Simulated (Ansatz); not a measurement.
Br2GaH2N, SMILES `[NH2][Ga]([Br])[Br]`. Charge 0, multiplicity 1.

Cartesian coordinates in Å:
```
N 0.8755 0.4015 -0.5182
Ga -0.5608 -0.2651 0.3230
Br -2.6382 0.4884 -0.1973
Br -0.3113 -1.8792 1.8999
H 1.8162 0.1201 -0.3039
H 0.8186 1.1343 -1.2035
```

Task: List the harmonic frequencies (cm⁻¹, unscaled) at PBE0-D4/def2-TZVP in Ansatz. (Best estimate.)

Result: Ansatz gave: 41, 86, 138, 167, 272, 342, 386, 740, 747, 1546, 3624, 3739.

Task: Is this a minimum?

Result: Yes, all 12 modes are real.

Task: Give the ideal-gas thermochemistry at 298.15 K and 1 bar (rigid rotor, harmonic oscillator; point group C2v, symmetry number 2).

Result: Zero-point energy 70.8 kJ/mol; H(298) − E = 91.8 kJ/mol; entropy 373.7 J/(mol·K), of which translation 177.5, rotation 118.5, vibration 77.7; G(298) − E = -19.6 kJ/mol. Modes under 100 cm⁻¹ are hindered rotations or soft bends, so the harmonic entropy is rough.

Task: And at 400, 500, 600, 800 and 1000 K?

Result: 
```
T (K)  H − E (kJ/mol)  S (J/mol/K)  G − E (kJ/mol)
  400           101.5        401.7           -59.2
  500           111.6        424.2          -100.5
  600           122.1        443.3          -143.9
  800           143.7        474.4          -235.8
 1000           166.2        499.4          -333.2
```
